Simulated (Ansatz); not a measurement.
CH7SSbSi (`[CH3][Sb]([SiH3])[SH]`), relaxed with RKS PBE-D4/def2-SVP in Ansatz from a rough embedded geometry. The force threshold is 0.03 eV/Å; the program also tests the step.

The species carries charge 0 and has multiplicity 1. Sb: def2 effective core potential.

Start:

```xyz
11

C    -1.092   -1.251   -0.267
Sb   -0.839    0.720   -1.069
Si    1.553    0.718   -0.378
S    -1.494    1.732    1.083
H    -0.691   -1.368    0.730
H    -0.691   -2.033   -0.978
H    -2.214   -1.488   -0.200
H     2.132    2.056   -0.388
H     2.378   -0.165   -1.321
H     1.717    0.179    0.980
H    -0.759    0.902    1.806
```

```
        step  energy (eV)  largest force (eV/Å)  largest move (Å)
           1  -26384.9647                 2.109             0.000
           2  -26385.1440                 0.451             0.190
           3  -26385.1708                 0.552             0.193
           4  -26385.2053                 0.168             0.098
           5  -26385.2080                 0.061             0.042
           6  -26385.2085                 0.052             0.055
7 (rejected)  -26385.2079                 0.083             0.029
           8  -26385.2091                 0.017             0.015
```

End:

```xyz
11

C    -1.172   -1.373   -0.317
Sb   -0.897    0.696   -1.021
Si    1.620    0.717   -0.364
S    -1.539    1.837    1.095
H    -0.658   -1.532    0.650
H    -0.761   -2.066   -1.077
H    -2.256   -1.558   -0.198
H     2.158    2.121   -0.419
H     2.438   -0.150   -1.289
H     1.770    0.187    1.041
H    -0.702    1.121    1.899
```

Run time 11 s (4 threads of an Arm Neoverse V2 on a shared host); peak host memory 0.17 GiB.
